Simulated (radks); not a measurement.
Results of a calculation; reference values are marked as such.
Effect of the nuclear size on the osmium ion Os64+, [Ne] 3s2. Level of theory: Dirac Kohn-Sham, relativistic LDA (MacDonald-Vosko exchange, VWN5 correlation), spin-unpolarised, spherical densities, finite nucleus; Fermi nuclear charge, rms radius 5.4126 fm (a radial shooting solver on a logarithmic mesh with Libxc functionals). The rms radius is varied about that value; shifts are against it.

| rms radius (fm) | total energy shift (eV) | density at nucleus (e/bohr^3) | 1s1/2 shift (meV) | 2s1/2 shift (meV) | 2p1/2 shift (meV) | 3s1/2 shift (meV) | 3p1/2 (empty) shift (meV) | 4s1/2 (empty) shift (meV) |
|---|---|---|---|---|---|---|---|---|
| 4.3842 | -25.0 | 1.784e+06 | -10000 | -1480 | -27.7 | -405 | -11.0 | -162 |
| 4.8768 | -13.4 | 1.715e+06 | -5390 | -796 | -15.0 | -218 | -5.91 | -87.2 |
| 5.4126 | 0 | 1.651e+06 | 0.000 | 0.000 | 0.000 | 0.000 | 0.000 | 0.000 |
| 5.6129 | 5.24 | 1.629e+06 | 2110 | 311 | 5.87 | 85.2 | 2.32 | 34.1 |
| 6.4193 | 27.6 | 1.551e+06 | 11100 | 1630 | 31.0 | 447 | 12.2 | 179 |

Slopes of the eigenvalues against <r^2> in GHz/fm^2, as finite differences over the two radii next to the reference (eigenvalue slopes, not the field-shift constants of lines): 1s1/2 235000, 2s1/2 34700, 2p1/2 652, 3s1/2 9490, 3p1/2 (empty) 257, 4s1/2 (empty) 3800.
